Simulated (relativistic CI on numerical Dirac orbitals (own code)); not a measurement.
Computed by Dirac-Coulomb-Breit CI, orbitals from a KLI potential per configuration, model QED, valence Slater integrals scaled by 0.85, configuration energies shifted to the measured levels that pair with them (semi-empirical) (own radial code, finite nucleus).

Configuration list (outside the closed core [Kr] 4d10): 5s2 5p4, 5s2 5p3 6s, 5s 5p5, 5s2 5p3 5d, 5s2 5p3 6p, 5s2 5p2 5d2, 5p6, 5s 5p4 5d, 5s2 5p3 7s, 5s2 5p3 6d, 5s2 5p3 4f, 5s2 5p3 7p, 5s2 5p3 7d, 5s2 5p3 5f, 5s2 5p3 5g, 5s2 5p3 6f, 5s2 5p3 7f. Levels of other configurations are missing.

Configurations whose levels could be paired with our table of measured levels were shifted onto them, all but the ground configuration, by the median error of their levels; single terms can still be off by 1,000 to 2,000 cm⁻¹ or more, and rates follow the energies as ν³ (E1, M1) or ν⁵ (E2). The others borrow a shift and can be off by several thousand cm⁻¹ or more. The fine structure of a lone outer electron comes out too small, for d and f at times inverted, and misplaced configurations move strength between like terms. 19 of the 27 excited levels that our extract of the measured tables holds in this range could be paired (the sources list more); they are missed by 509 cm⁻¹ on average and 1645 at most, after the shifts were fitted to these levels, and levels without a partner can miss by more.

Outline of the computed level scheme of I II. Lowest level of each configuration: 5s2 5p4 3P_2 at 0.0000 eV; 5s2 5p3 6s 5S°_2 at 9.9233 eV; 5s 5p5 3P°_2 at 10.1607 eV; 5s2 5p3 5d 5D°_1 at 10.5024 eV; 5s2 5p3 6p 5P_1 at 12.2907 eV.

Some strong electric-dipole decays among the lowest 45 levels: 5s2 5p3 5d 3D°_3 → 5s2 5p4 3P_2 (4.0e+09 s⁻¹); 5s2 5p3 6s 3P°_0 → 5s2 5p4 3P_1 (1.3e+09 s⁻¹); 5s2 5p3 5d 3D°_2 → 5s2 5p4 3P_1 (1.1e+09 s⁻¹); 5s2 5p3 5d 3D°_1 → 5s2 5p4 3P_0 (9.7e+08 s⁻¹); 5s2 5p3 5d 3P°_1 → 5s2 5p4 3P_2 (9.6e+08 s⁻¹); 5s2 5p3 6s 3S°_1 → 5s2 5p4 3P_2 (8.8e+08 s⁻¹); 5s2 5p3 6s 3D°_3 → 5s2 5p4 3P_2 (8.1e+08 s⁻¹); 5s2 5p3 6s 3P°_1 → 5s2 5p4 3P_0 (6.9e+08 s⁻¹).

Rates of lines that live on the mixing of spin multiplicities can be off by large factors.

LS names give the leading component of a level, which can be under half, so a name can repeat, a term be missing and a line seem to break the LS rules.
